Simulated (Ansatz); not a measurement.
Single points on (NaBr)2 ring (Na2Br2).

```yaml
crystal:
  periodic: [false, false, false]
  atoms:
    - {symbol: Na, position_ang: [-0.828019, -0.888590, -1.107407]}
    - {symbol: Br, position_ang: [1.842370, -0.578112, -0.913708]}
    - {symbol: Na, position_ang: [0.827909, 0.890466, 1.105994]}
    - {symbol: Br, position_ang: [-1.842261, 0.576236, 0.915110]}
basis:
  gaussian: {orbitals: def2-TZVP, initial_orbitals: start.molden}
correlation: {method: mp2}
scf: {omitted_lower_state_checks: [starts]}
output: {orbitals: {seedname: orbitals}}
```

The file start.molden holds the orbitals of an earlier run on this structure, at another level or in another basis.

```sh
$ ansatz run in.yaml --threads 4 --pin off --events-out ev --progress --plain --max-ram 3916MiB
```

Output, abridged:

```
Functional definition: HF
  name "HF"
  cite "Fock, Z. Phys. 61, 126 (1930) doi:10.1007/BF01340294"
  parent pbe
  exchange = exact_x
  correlation = 0
these checks for a lower state are left out or cut short: starts
1218 factors; integrals over basis functions are off by at most 5.5e-4 eV
mean field evaluation 1: about -148812.4582 eV, gradient 3.5e1 eV
mean field evaluation 2: about -148812.9433 eV, gradient 6.9e-1 eV
mean field evaluation 4: about -148812.9603 eV, gradient 3.8e-3 eV
mean field evaluation 8: about -148812.9603 eV, gradient 8.1e-7 eV
mean field -148812.96026076 eV, -5468.7754205355 hartree, gradient 1.5e-6 eV, S^2 0.000000; 0 other end points of the search recorded, 0 dependent functions left out
20 core orbitals not correlated: weight in the atoms' cores, before any rotation towards them, 1.000 or more for the frozen orbitals, at most 0.000 for the correlated occupied ones
reference -148812.96026076 eV, -5468.7754205355 hartree; 26, 26 occupied and 114, 114 virtual orbitals, 1218 factors
second order -24.40176411 eV of doubles, -0.00000000 eV of singles
Total energy: -148837.36202487 eV, -5469.6721688264 hartree
Checks for a lower state left out: starts
```

It took 1.9 s on 4 threads of Arm Neoverse V1 on a shared host.

As the first input, with `hamiltonian: {xc: pbe, dispersion: d4}` and without the key `correlation` (abridged; 1.7 s):

```
Functional definition: PBE
mean field -148903.54287538 eV, -5472.1042702238 hartree, gradient 6.1e-6 eV, S^2 0.000000
Total energy: -148903.63802859 eV, -5472.1077670398 hartree
Checks for a lower state left out: starts
```

As the first input, with `gaussian: {orbitals: def2-SVP, initial_orbitals: start.molden}`, `hamiltonian: {xc: pbe, dispersion: d4}` and without the key `correlation` (abridged; 1 s):

```
Functional definition: PBE
mean field -148883.30517687 eV, -5471.3605485212 hartree, gradient 2.6e-5 eV, S^2 0.000000
Total energy: -148883.40030961 eV, -5471.3640445848 hartree
Checks for a lower state left out: starts
```

As the first input, with `gaussian: {orbitals: def2-TZVPD, initial_orbitals: start.molden}`, `hamiltonian: {xc: pbe, dispersion: d4}` and without the key `correlation` (abridged; 2.8 s):

```
Functional definition: PBE
mean field -148903.57269727 eV, -5472.1053661581 hartree, gradient 1.8e-5 eV, S^2 0.000000
Total energy: -148903.66784369 eV, -5472.1088627244 hartree
Checks for a lower state left out: starts
```

As the first input, with `hamiltonian: {xc: {name: revPBE}, dispersion: d4}` and without the key `correlation` (abridged; 1.7 s):

```
Functional definition: revPBE
mean field -148916.58282634 eV, -5472.5834795829 hartree, gradient 2.3e-5 eV, S^2 0.000000
Total energy: -148916.75507164 eV, -5472.5898094810 hartree
Checks for a lower state left out: starts
```

As the first input, with `hamiltonian: {xc: r2scan, dispersion: d4}` and without the key `correlation` (abridged; 3.4 s):

```
Functional definition: r2SCAN
mean field -148928.77568716 eV, -5473.0315589535 hartree, gradient 5.4e-5 eV, S^2 0.000000
Total energy: -148928.79480573 eV, -5473.0322615479 hartree
Checks for a lower state left out: starts
```

As the first input, with `hamiltonian: {xc: {name: PBE-QIDH}}` and without the key `correlation`, `output` (abridged; 4.2 s):

```
Functional definition: PBE-QIDH
mean field -148881.83379631 eV, -5471.3064762829 hartree, gradient 1.2e-6 eV, S^2 0.000000
20 core orbitals not correlated: weight in the atoms' cores, before any rotation towards them, 1.000 or more for the frozen orbitals, at most 0.000 for the correlated occupied ones
second order -26.70723726 eV of doubles, -0.00000000 eV of singles
Total energy: -148890.73622842 eV, -5471.6336346287 hartree
Checks for a lower state left out: starts
```

Geometry: PBE-D4/def2-SVP.

Correlated methods freeze 20 core orbitals; core or outer-core shells of Na, Br are correlated, in sets that lack core-valence functions.
